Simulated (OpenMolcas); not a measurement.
An OpenMolcas run meant for Ni⁴⁺ (ANO-R2, X2C; inactive shells 1s 2s 2p 3s 3p; intended active space 6 electrons in 5 orbitals (3d)). One step of its input:

```
&RASSCF
FileOrb=start.orb
Symmetry=1
Spin=5
nActEl=6 0 0
Inactive=3 6
Ras2=5 0
CIRoot=5 5 1
SDav=5
CIMx=300
Iter=2 100
PrWF=0.3
OrbListing=Nothing
MaxOrb=0
Atom
>>> COPY $Project.JobIph JOB001
```

Lines from the output:

```
...
      No convergence after  2 iterations
        3   1   10    0  -515.10450449   -4.95E-02*  3.18E-02    6  12 2 -1.31E-01*  0.00   0.00    SX    NO
      Natural orbitals and occupation numbers for root  1
      sym 1:   1.000000   1.000000   2.000000   1.000000   1.000000
      Natural orbitals and occupation numbers for root  2
      sym 1:   1.000000   2.000000   1.000000   1.000000   1.000000
      Natural orbitals and occupation numbers for root  3
      sym 1:   1.000000   1.000000   1.000000   1.000000   2.000000
::    RASSCF root number  1 Total energy:  -1515.10450449
::    RASSCF root number  2 Total energy:  -1515.10450449
::    RASSCF root number  3 Total energy:  -1515.10450449
::    RASSCF root number  4 Total energy:  -1515.10450449
::    RASSCF root number  5 Total energy:  -1515.10450449
                  YZ=  9.6185E-02              ZZ= -1.2419E-01
--
  Molden files will not be produced
      Average orbitals are written to the RASORB file
--- Stop Module: rasscf at  /rc=_RC_NOT_CONVERGED_ ---
.#######################.
.# Convergence problem #.
.#######################.
```

**Question.** What is wrong with the input?

**Answer.** The iteration limit is far too low, so the equations stop before they converge.
